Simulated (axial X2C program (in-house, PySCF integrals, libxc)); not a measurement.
**Spectroscopic constants of SnH⁻**

Computed with an in-house relativistic program for diatomic molecules. Spin-free means the one-electron spin-free X2C Hamiltonian; two-component (2c) means X2C with spin–orbit coupling and atomic mean-field two-electron Coulomb and Gaunt terms, so the difference of the two also holds small scalar two-electron terms. Basis: Sn dyall-acv3z [12s13p10d5f1g], H dyall-av3z [7s3p2d] (cores contracted in-house); Gaussian nuclei, density fitting, unrestricted open shells. Masses: Sn 119.902 u, H 1.008 u.

Input:
```json
{"zs": [50, 1], "q": -1, "bas": ["dyall-acv3z", "dyall-av3z"], "levels": ["PBE0", "HF", "LDA"], "cc": true, "r0": 1.72, "thr": -1.0, "nmax": 90, "npts": 10, "nst": 2, "ntry": 6}
```
```bash
python so2c.py task.json out
```

Keys: zs atomic numbers; q charge; bas basis sets; levels methods; cc coupled cluster on or off; r0 starting distance in Å; thr threshold in hartree for freezing inner shells (an s shell follows its p shell); nmax most natural virtual spinors; npts points on the curve; nst determinants followed; ntry starts of the search. HF also brings MP2.

State, spin-free: M_S = 1, Λ = 0 (beyond evenly filled blocks: π+α, π-α); electrons by block: σα: 11, σβ: 11, π+α: 6, π+β: 5, π-α: 6, π-β: 5, δ+α: 2, δ+β: 2, δ-α: 2, δ-β: 2. Fragments: Sn- + H.

State, 2c: Ω = 1 (⟨Sz⟩ = 1.00, ⟨Lz⟩ = 0.00 at PBE0); electrons by block: 1/2: 16, -1/2: 17, 3/2: 8, -3/2: 7, 5/2: 2, -5/2: 2. Fragments: Sn- + H.

```tsv
Hamiltonian	level	Re (Å)	ωe (cm⁻¹)	ωexe (cm⁻¹)	Be (cm⁻¹)	De (eV)	μ (D)
spin-free	PBE0	1.810	1544.9	31.5	5.151	2.52	-0.92
spin-free	HF	1.805	1589.8	33.9	5.177	1.65	-0.72
spin-free	MP2	1.811	1577.9	32.1	5.143	2.32	n/a
spin-free	CCSD	1.823	1529.0	33	5.077	2.51	n/a
spin-free	CCSD(T)	1.826	1518.4	33.2	5.06	2.52	n/a
spin-free	LDA	1.806	1534.2	31	5.169	2.97	-0.99
2c	PBE0	1.810	1542.0	31.7	5.15	2.49	-0.92
2c	HF	1.805	1587.0	34.1	5.175	1.64	-0.72
2c	MP2	1.811	1575.3	32.3	5.141	2.30	n/a
2c	CCSD	1.823	1526.4	33.3	5.074	2.49	n/a
2c	CCSD(T)	1.826	1515.8	33.4	5.058	2.50	n/a
2c	LDA	1.807	1531.0	31.2	5.167	2.93	-0.99
```

Correlated methods: 6 electrons correlated (number of frozen shells: Sn 4 s, 3 p, 2 d; H none), 240 virtual spin orbitals or spinors in MP2, 90 natural virtuals in coupled cluster.

Dipoles are positive if H is the positive end and refer to the centre of mass.

One determinant describes the state; a PBE0 search over occupations chose it and may have missed a lower one. Dissociation energies refer to the lowest single-determinant-based atoms at the same level and basis. Density functionals use the spin component along the axis (collinear). Coupled cluster ran in a truncated set of natural virtual spinors; the MP2 energy of the rest was added. (T) has no such correction and the atoms are truncated less, which lowers De at CCSD(T) by a hundredth of an eV or more. PBE0 can misorder states that lie within some tenths of an eV, so this need not be the ground state of the molecule. The nearest other spin-free determinant of the search, M_S = 0, Λ = 2, lies 0.61 eV up at the distance of the search. Without a current term, density functionals place determinants with orbital angular momentum somewhat too high. With several unpaired electrons one determinant need not be a pure state. Open-shell Ω = 0 determinants with evenly filled partner blocks cannot be reached by this program, so the Ω shown need not be the lowest component. This is the Ω = 1 component of a π² triplet; the 0⁺ component is not one determinant and can lie lowest. The highest occupied level of some functionals is positive through self-interaction error; at Hartree–Fock it is bound. With the outer-core shells frozen, correlated bond lengths of heavy atoms tend to come out a few hundredths of an ångström too long. Hartree–Fock gets electron affinities wrong, so its lowest charge split need not be the true one.

Rough cost a point (2c) on 1 thread(s) of a shared host, integrals apart: PBE0 0.8 s, HF 0.6 s, CCSD(T) 2.1 s, LDA 0.4 s.

The whole task took 110 s on 1 thread of AMD EPYC 7B13 (Zen 3) (shared host).
